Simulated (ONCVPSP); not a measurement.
## Configuration tests for boron (ONCV)

B (Z = 5), optimised norm-conserving Vanderbilt (ONCV), made with ONCVPSP 4.0.1 (PBE, scalar-relativistic). Core [He], reference 2s2 2p1. Waves: 2s: rc 1.10 bohr, ncon 5, nbas 10, qcut 6 1/bohr, 3 projectors, debl 0.9 Ha; 2p: rc 3.30 bohr, ncon 4, nbas 8, qcut 4 1/bohr, 2 projectors, debl 0.5 Ha; d scattering state at 0.21 Ha: rc 2.95 bohr, ncon 4, nbas 7, qcut 3.5 1/bohr, 2 projectors, debl 0.8 Ha. Local part: polynomial inside 0.85 bohr (lpopt 5, dvloc0 1 Ha). Core correction: polynomial model core, fcfact 0.55.

Energies are relative to the spin-unpolarised reference configuration 2s2 2p1; without spin polarisation the order of configurations can differ from experiment.

```csv
valence configuration,charge,ΔE all-electron (eV),error AE − PS (meV)
2s1 2p0,+2,33.642,+403
2s2 2p0.5,+0.5,2.887,+21
```

**Question.** What are ΔE and the potential's error for 2s1 2p2?

**Answer.** ΔE = 5.851 eV all-electron; the error (AE − PS) is -29 meV.

**Question.** What are ΔE and the potential's error for 2s2 2p0?

**Answer.** ΔE = 8.219 eV all-electron; the error (AE − PS) is +136 meV.

Levels in the configuration 2s2 2p0:

```csv
level,all-electron (eV),pseudo (eV)
2s,-19.511,-19.297
```

Note: ghosts flagged at negative energy: s at -186.3 eV, p at -140.4 eV, d at -210.3 eV; GHOST(+) flagged for s at 408.5 eV. A true bound ghost makes a file unfit for plane-wave use.
